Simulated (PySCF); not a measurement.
B(H)(Cl)(OEt) (C2H6BClO), SMILES CCOBCl. The structure is a stationary point at PBE0-D3(BJ)/def2-SVP. The structure was generated by enumeration, and PubChem lists no compound with its InChIKey, so it may never have been made. One conformer was computed; it need not be the lowest.

Computed equilibrium geometry at PBE0-D3(BJ)/def2-SVP (PySCF confirms it by a frequency run) as bond lengths and angles (one conformer of several):
Atoms: B1 H2 Cl3 O4 C5 C6 H7 H8 H9 H10 H11. Bonds (Å): B1–H2 1.208, B1–Cl3 1.759, B1–O4 1.333, O4–C5 1.418, C5–C6 1.510, C5–H7 1.104, C5–H8 1.102, C6–H9 1.101, C6–H10 1.100, C6–H11 1.100. Bond angles (°): H2–B1–Cl3 119.1, H2–B1–O4 122.6, Cl3–B1–O4 118.3, B1–O4–C5 122.5, O4–C5–C6 110.5, O4–C5–H7 109.9, O4–C5–H8 106.9, C6–C5–H7 111.0, C6–C5–H8 110.6, H7–C5–H8 107.7, C5–C6–H9 110.9, C5–C6–H10 110.3, C5–C6–H11 110.6, H9–C6–H10 108.3, H9–C6–H11 108.2, H10–C6–H11 108.4.
Charge 0, spin multiplicity 1.
